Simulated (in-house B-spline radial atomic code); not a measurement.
The numbers below are computed, except where a source is named.
## From levels and matrix elements to observables: Lu60+

One electron outside the [He] 2s2 2p6 core, from an all-electron radial atomic-structure program (B-spline basis): Brueckner orbitals with a screened correlation potential on Dirac-Hartree-Fock, Breit and QED terms for the lowest states, dipole elements in length form with static core polarisation. The core's own polarisability, by RPA, is 5.393e-05 bohr³.

```csv
state,removal energy (cm⁻¹),size of the reduced dipole element to 3s1/2 (a.u.)
3s1/2,52049320,-
4s1/2,28328097,-
3p1/2,50842454,0.1487
3p3/2,48364646,0.2185
4p1/2,27829262,0.05936
4p3/2,26815151,0.06384
```

Use R = 109737.3 cm⁻¹, 1 hartree = 219474.6 cm⁻¹, c = 137.036 and 1 a.u. of rate = 4.1341e16 s⁻¹.

Question: Find the quantum defects of the two s states and predict 5s1/2.

Answer: With n* = 61 √(R/E): 3s1/2 has n* = 2.8009, δ = 0.1991; 4s1/2 has n* = 3.7966, δ = 0.2034. Ritz's form δ = δ0 + b/n*² gives b = -0.074, δ0 = 0.2085, so with n* ≈ 5 − 0.2034, δ = 0.2053 and E = R × 61²/(5 − 0.2053)² = 17761818 cm⁻¹. The program finds 17785597 cm⁻¹. In so highly charged an ion δ holds relativistic, Breit and QED shifts that Ritz's form doesn't follow, and the higher level lacks the last two.

Question: What are the wavelength, oscillator strength and rate of 3s1/2–3p3/2?

Answer: ΔE = 3684674 cm⁻¹ = 16.78861 hartree, λ = 2.7139 nm in vacuum. f = (2/3) ΔE D²/(2j + 1 of the lower state) = (2/3) × 16.78861 × 0.2185²/2 = 0.2672. A = (4/3) ΔE³ D²/(c³ (2j' + 1)) = 2.9263e-05 a.u. = 1.210e+12 s⁻¹, a partial lifetime of 0.0008266 ns.
